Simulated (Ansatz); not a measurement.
Cost and result up the ladder for Te3Pd2 (5 atoms). The state is a singlet with charge 0. Geometry: r2SCAN-D4/def2-SVP.

```xyz
5

Pd    1.389   -0.254   -0.020
Pd   -0.191    2.092   -0.001
Te   -0.284   -2.235    0.007
Te   -0.430    0.202    1.760
Te   -0.484    0.195   -1.747
```

Ansatz on 4 threads of Arm Neoverse V2 on a shared host. Times are rough, and most runs start from the orbitals of an earlier one. No level here is sound enough to serve as a yardstick. Binding counts from free atoms at the same level (Pd singlet, Te triplet; other spins of the atoms weren't run), without zero-point energy or a counterpoise term.

In the def2 sets Pd, Te take a core potential; there is no spin–orbit coupling. HSE06 is defined as in plane-wave codes, on full-range PBE exchange. No other spin state of charge 0 was run. Another isomer (singlet) lies 0.67 eV lower at PBE0-D4/def2-TZVP; other spin states weren't run for this one.

Run but left out: HF/STO-3G, B2PLYP/def2-TZVP (restricted singlet, unstable in another Hartree–Fock run and untested here); MP2/def2-TZVP, CCSD(T)/def2-SVP (restricted singlet, unstable towards broken spin symmetry).

```csv
level,functions,wall time,binding energy per atom (eV),remarks
PBE-D4/def2-SVP,140,2.2 s,2.33,restricted SCF unstable in HF
PBE0-D4/def2-SVP,140,4.5 s,2.00,restricted SCF unstable in HF
PBE-D4/def2-TZVP (with forces),230,5 s,2.41,restricted SCF unstable in HF
PBE0-D4/def2-TZVP,230,7.5 s,2.08,restricted SCF unstable in HF
HSE06-D4/def2-TZVP,230,8 s,2.09,restricted SCF unstable in HF
r2SCAN-D4/def2-TZVP,230,9 s,2.29,restricted SCF unstable in HF
CAM-B3LYP-D4/def2-TZVP,230,9.5 s,1.81,restricted SCF unstable in HF
```
